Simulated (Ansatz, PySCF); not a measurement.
Energy difference R1 + R2 → P1 + P2, each structure at its B3LYP-D3(BJ)/def2-TZVP stationary point, reached from a drawn start (curvature not checked).
R1, SiCl4 (SMILES Cl[Si](Cl)(Cl)Cl) (charge 0, multiplicity 1, Z-matrix in Å and degrees):
```
Si
Cl 1 2.0325
Cl 1 2.0325 2 109.47
Cl 1 2.0325 2 109.47 3 120.00
Cl 1 2.0325 2 109.47 4 120.00
```
P1: Cl4Ti (SMILES [Cl][Ti]([Cl])([Cl])[Cl]), charge 0, multiplicity 1.
R2: Cl3FTi (SMILES [F][Ti]([Cl])([Cl])[Cl]), charge 0, multiplicity 1.
P2: Cl3FSi (SMILES F[Si](Cl)(Cl)Cl), charge 0, multiplicity 1.

P less R. No zero-point or thermal terms; no spin–orbit coupling.

Cores are frozen in the correlated methods.

Programs: Ansatz (a program for electronic structure); PySCF for the D3/D4 terms. All values are computed, each at the level named.

```
level                        reaction energy (meV)
---------------------------  ---------------------
HF/def2-SVP                                 -225.0
HF/def2-TZVPP                               -382.6
HF/def2-QZVPP                               -404.2
BLYP-D3(BJ)/def2-TZVPP                      -288.2
B3LYP-D4/def2-TZVPP                         -325.4
CAM-B3LYP-D3(BJ)/def2-TZVPP                 -307.0
MP2/def2-TZVPP                                   ?
SCS-MP2/def2-TZVPP                               ?
CCSD/def2-SVP                                    ?
```

Task: Fill in the missing entries.

Result: 
- MP2/def2-TZVPP, reaction energy (meV): -408.0
- SCS-MP2/def2-TZVPP, reaction energy (meV): -383.4
- CCSD/def2-SVP, reaction energy (meV): -174.0
